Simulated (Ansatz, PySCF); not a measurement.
This PySCF input computes a PBE/def2-TZVPD energy:

```python
from pyscf import gto, scf, dft

mol = gto.M(
    atom='''
    C     1.56348962    0.97603541    0.77472909
    C     0.59807497    0.37896046    0.28393512
    C    -0.53568589   -0.49210624    0.08415472
    O    -1.11572118   -0.50652215   -0.97403390
    H    -0.82950277   -1.12516051    0.93535760
    ''',
    basis='def2-tzvpd',
    charge=0,
    spin=1,
    verbose=4,
)

mf = dft.UKS(mol, xc='pbe').density_fit(auxbasis='def2-universal-jkfit')
mf.grids.level = 3
mf.conv_tol = 1e-9
mf.max_cycle = 100
mf.max_memory = 1500
mf.kernel()
if not mf.converged:
    mf = mf.newton()
    mf.kernel(mf.make_rdm1())
for _ in range(2):
    mo, _, stable, _ = mf.stability(return_status=True)
    if stable:
        break
    mf.kernel(mf.make_rdm1(mo, mf.mo_occ))
mf.analyze()
```

Write an input for the same energy in Ansatz (a program for electronic structure) and say what it gives.


Ansatz 0.2 input:
```yaml
crystal:
  periodic: [false, false, false]
  atoms:
    - {symbol: C, position_ang: [1.56348962, 0.97603541, 0.77472909]}
    - {symbol: C, position_ang: [0.59807497, 0.37896046, 0.28393512]}
    - {symbol: C, position_ang: [-0.53568589, -0.49210624, 0.08415472]}
    - {symbol: O, position_ang: [-1.11572118, -0.50652215, -0.97403390]}
    - {symbol: H, position_ang: [-0.82950277, -1.12516051, 0.93535760]}
basis:
  gaussian:
    orbitals: def2-TZVPD
hamiltonian:
  xc: {name: PBE}
magnetization: {spin_polarized: true, initial_magnetization: 1}
output: {forces: true}
```
It gives -189.79166 Eh, and PySCF -189.79170 Eh, a difference of 0.04 mEh, from the treatment of integrals and grids.

It need not be the lowest isomer of its formula.
